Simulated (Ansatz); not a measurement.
**Which is lower?**

The two ends of one reaction step of ZnH$_{4}$O$_{2}$, closed shell (PBE0-D4/def2-TZVP).

A:

```
7
angstrom
Zn -0.0161 -0.3309 -1.0368
H -0.3132 0.0777 -2.4773
O 0.3239 -1.2173 0.5225
H -0.7676 1.7600 0.8134
O 0.0201 1.2958 0.5211
H 0.5804 -2.1377 0.5212
H 0.1726 0.5523 1.1360
```

B:

```tsv
atom	x (Å)	y (Å)	z (Å)
Zn1	0.1074	-0.2062	0.4520
H2	-0.3457	0.4641	-1.9062
O3	0.4517	-1.7169	-0.4066
H4	-0.4818	1.1235	-1.5732
O5	-0.2696	1.3673	1.1729
H6	0.6472	-2.4746	0.1463
H7	-0.1093	1.4427	2.1146
```

Computed with Ansatz 0.2.0 (basis: def2-TZVPP); correlated methods freeze the cores. The 3s and 3p shells of Cu and Zn are frozen; filled d shells are correlated. B3LYP uses VWN-RPA correlation.

Problem. Which structure is lower at CCSD(T), and by how much? (An estimate is asked for; the value comes from the calculation.)

Solution. By the calculation: A, by 0.434 eV (electronic energy, against the other). By their contacts, A is ZnH₄O₂ ([OH][ZnH][OH2]) and B is a complex of ZnH₂O₂ ([OH][Zn][OH]) + H₂.

All methods give the same order:

```
      method  E(B) − E(A) (eV)
       SPW92             0.668
      PBE-D4             0.432
     BLYP-D4             0.352
   r2SCAN-D4             0.457
      B97M-V             0.534
     PBE0-D4             0.518
    B3LYP-D4             0.442
  r2SCAN0-D4             0.531
    BHLYP-D4             0.529
CAM-B3LYP-D4             0.499
     wB97X-V             0.460
     wB97M-V             0.521
      B2PLYP             0.397
    PBE-QIDH             0.485
  RPA on PBE             0.377
          HF             0.526
         MP2             0.345
        CCSD             0.456
     CCSD(T)             0.434
```

No T1 diagnostic of these runs exceeds 0.017.

Labels in which every atom is bracketed show which atoms are joined, not bond orders.

For scale, one of the runs: CCSD(T)/def2-TZVPP, 182 basis functions, launched by `ansatz run in.yaml --threads 4 --pin off --events-out ev --progress --plain --max-ram 9574MiB`. Time: 29 s of wall clock on 4 CPU threads of an Arm Neoverse V2; the host was shared. Peak host memory: 1.9 GiB.
